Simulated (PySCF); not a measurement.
**Mayer bond orders and bond lengths**

Species: C₅H₈N₂.
SMILES with atom numbers: `[CH2:1]=[CH:2][N:3]1[CH2:4][CH2:5][CH:6]=[N:7]1` (hydrogens: H8, H9 on C1; H10 on C2; H11, H12 on C4; H13, H14 on C5; H15 on C6)

Cartesian coordinates in Å at the GFN2-xTB level; atoms count from 1:
```
atom  x, y, z in Å
C1     2.5209    0.0517   -0.4743
C2     1.5106    0.8859   -0.2410
N3     0.2161    0.5194   -0.0168
C4    -0.2852   -0.8568    0.0067
C5    -1.7799   -0.6682    0.3006
C6    -1.8627    0.8375    0.3934
N7    -0.7462    1.4205    0.2120
H8     2.3978   -1.0158   -0.5059
H9     3.5112    0.4303   -0.6403
H10    1.6478    1.9572   -0.2115
H11   -0.0989   -1.3334   -0.9601
H12    0.2332   -1.4249    0.7846
H13   -2.4203   -1.0492   -0.4964
H14   -2.0901   -1.1374    1.2355
H15   -2.7588    1.3909    0.5916
```

Bond orders from the PBE0/pcSseg-1 density (PySCF). One conformer (not necessarily the lowest) at the GFN2-xTB geometry, without solvent, vibrations or thermal averaging.

(1) Where do the orders between heavy atoms depart from those drawn in the SMILES?

(2) Give the Mayer order of every bond between heavy atoms, beside its length.

## Answers

(1) The largest departure is 0.198, at C6–N7 (drawn double, 1.802). Drawn single, order below 0.88: N3–C4 (0.856).

(2) 
| bond | drawn as | length (Å) | Mayer order |
| --- | --- | --- | --- |
| C1–C2 | double | 1.331 | 1.841 |
| C2–N3 | single | 1.364 | 1.042 |
| N3–C4 | single | 1.465 | 0.856 |
| C4–C5 | single | 1.535 | 1.032 |
| C5–C6 | single | 1.511 | 1.002 |
| C6–N7 | double | 1.273 | 1.802 |
| N7–N3 | single | 1.338 | 1.102 |

Bonds between the same two heavy elements. C–C: lowest C5–C6 (1.002, 1.511 Å), highest C1–C2 (1.841, 1.331 Å); in 1 of the 3 pairs the longer bond (by over 0.003 Å) has the higher order (by 0.02 or more). C–N: lowest N3–C4 (0.856, 1.465 Å), highest C6–N7 (1.802, 1.273 Å).

Q: And the bonds to hydrogen?

A: C–H: 0.94 to 0.97 (8 bonds).

Q: Sum the orders of all bonds at each heavy atom with more than one neighbour and set the sums beside the valence in the SMILES.

A: C1 3.746 (drawn 4), C2 3.842 (drawn 4), N3 3.000 (drawn 3), C4 3.778 (drawn 4), C5 3.908 (drawn 4), C6 3.775 (drawn 4), N7 2.904 (drawn 3). Orders between atoms that aren't bonded are not in these sums.

The Mayer order sums products of elements of PS (density times overlap matrix) between the two atoms' basis functions, so it depends on the basis set.
